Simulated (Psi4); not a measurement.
BCl2, doublet, at a GFN2-xTB geometry. Base run: Psi4 with CCSD(T)/aug-cc-pVDZ.

Input for Psi4:
```
memory 2 GB

molecule {
0 2
  B    -0.01065557    0.71135712   -0.06266828
  Cl    1.48570467   -0.08446017   -0.01439496
  Cl   -1.48257068   -0.12476251    0.03282680
}

set basis aug-cc-pvdz
set reference uhf
set freeze_core true

energy('ccsd(t)')
print_variables()
```

The base run was repeated with changes; each row names its change, and settings that it needs were set with it.

| change | ΔE vs base (mEh) | MP2 correlation (Eh) | CC correlation without the perturbative part (Eh) | basis functions | core-seconds (rough) |
|---|---|---|---|---|---|
| base | 0.000 | -0.35053 | -0.37799 | 77 | 30 |
| method = mp3 | 13.527 | -0.35055 | - | 77 | 7 |
| method = ccsd | 12.544 | -0.35053 | -0.37799 | 77 | 20 |
| method = mp2 | [?] | -0.35055 | - | 77 | 5 |

Question: What belongs in the gaps?

Answer: 
- method = mp2, ΔE vs base (mEh): 40.287

Open shells are given as the SCF converged; they aren't shown to be the lowest states, and a large step between rows can be another state.
